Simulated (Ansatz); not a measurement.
Molecule: sum formula H2SiOCl3, charge 1, multiplicity 1. It need not be the lowest isomer of its formula. 
Geometry from a B3LYP-D3(BJ)/def2-TZVP (Ansatz, an electronic-structure program) optimisation:
```
Si
O 1 1.8300
H 2 0.9741 1 122.29
H 2 0.9741 3 111.98 1 -159.50
Cl 1 1.9890 2 100.64 3 40.99
Cl 1 1.9890 2 100.64 3 161.60
Cl 1 1.9899 2 104.78 3 -78.70
```
Charge +1, spin multiplicity 1.

Parts of the frozen-core correlation energy in cc-pV(D+d)Z (Ansatz, hartree). Frozen orbitals: 21; correlated occupied orbitals by spin: 16 and 16; virtual: 79 and 79. Spin-orbit coupling is left out. No relativistic terms.

| term | value |
|---|---|
| reference (HF) | -1743.39288 |
| MP2 opposite-spin | -0.50293 |
| MP2 same-spin | -0.18770 |
| CCSD correlation | -0.73655 |
| (T) | -0.01834 |
| T1 diagnostic | 0.010 |
| largest doubles amplitude | 0.026 |
